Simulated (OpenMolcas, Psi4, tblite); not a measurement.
H2Se (hydrogen selenide): methods side by side

The species is H2Se (3 atoms), meant as a singlet with charge 0. As SMILES, `[SeH2]`. The coordinates come from a PBE0-D4/def2-TZVP relaxation.

| atom | x (Å) | y (Å) | z (Å) |
| --- | --- | --- | --- |
| Se | 0.5607 | -0.2747 | 0.2802 |
| H | 0.0454 | 1.0919 | 0.1439 |
| H | -0.6061 | -0.8172 | -0.4241 |

Each level gives the dipole moment (D). The values are calculated.

**What was measured.** NIST CCCBDB gives the dipole moment of the gas as 0.63 D.

```json
{"level": "GFN2-xTB", "kind": "semi-empirical", "program": "tblite", "value (D)": "1.38", "computed − measured": "+0.75", "CPU time": "under 2 s"}
{"level": "HF/def2-TZVPPD", "kind": "Hartree–Fock", "program": "OpenMolcas", "value (D)": "0.79", "computed − measured": "+0.16", "CPU time": "8.2 s"}
{"level": "SVWN5/def2-TZVPPD", "kind": "LDA", "program": "OpenMolcas", "value (D)": "0.74", "computed − measured": "+0.11", "CPU time": "13 s"}
{"level": "PBE/def2-TZVPPD", "kind": "GGA", "program": "OpenMolcas", "value (D)": "0.67", "computed − measured": "+0.04", "CPU time": "18 s"}
{"level": "M06-L/def2-TZVPPD", "kind": "meta-GGA", "program": "OpenMolcas", "value (D)": "0.66", "computed − measured": "+0.03", "CPU time": "22 s"}
{"level": "M06-2X/def2-TZVPPD", "kind": "hybrid meta-GGA", "program": "OpenMolcas", "value (D)": "0.74", "computed − measured": "+0.11", "CPU time": "21 s"}
{"level": "wB97M-V/def2-TZVPPD", "kind": "range-separated hybrid", "program": "Psi4", "value (D)": "0.70", "computed − measured": "+0.07", "CPU time": "74 s"}
```

Nearest: M06-L/def2-TZVPPD (+0.03 D); farthest: GFN2-xTB (+0.75 D). The measured dipole is a vibrational average, so differences of a few hundredths of a debye mean little. Computed less measured by kind, in D (of the ab initio rows, those in def2-TZVPPD): semi-empirical +0.75; Hartree–Fock +0.16; LDA +0.11; GGA +0.04; meta-GGA +0.03; global hybrid +0.11; range-separated hybrid +0.07. All-electron rows without a relativistic Hamiltonian named are non-relativistic. Magnitudes only. Times are those of the runs behind each value, whatever else they computed, on shared processors of several kinds: orders of magnitude only.
